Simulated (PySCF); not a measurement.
Dipole response of Te³⁴⁺ (tellurium, charge +34)

[Ar], closed-shell 1S. All numbers are calculated (PySCF 2.14, the non-relativistic Hamiltonian (point nucleus), in an even-tempered Gaussian basis (16 s from 5.6 bohr⁻², ratio 2.5; 10 p from 7.3 bohr⁻², ratio 2.5; 5 d from 33 bohr⁻², ratio 2.7; 4 f from 50 bohr⁻², ratio 2.7)). Coupled (time-dependent) response in atomic units; α is the mean over directions.

```
method  mean α (bohr³)  C₆ (like pair)      S(−4)
   UHF        0.006916       0.0006567  3.388e-05
  PBE0        0.006982       0.0006651  3.444e-05
```

S(−4) is the Cauchy moment in α(ω) = α(0) + S(−4) ω² + …

α(iu) at PBE0:

```csv
u (hartree),α(iu) (bohr³)
0,0.006982
2.00,0.006847
4.00,0.006479
8.00,0.005383
12.0,0.004300
16.0,0.003458
20.0,0.002850
30.0,0.001961
40.0,0.001506
60.0,0.001050
100,0.0006660
```

For an ion, C₆ is the dispersion term alone; charge-induced terms of lower order in 1/R come first.

A non-relativistic calculation at this Z misses sizeable relativistic shifts.
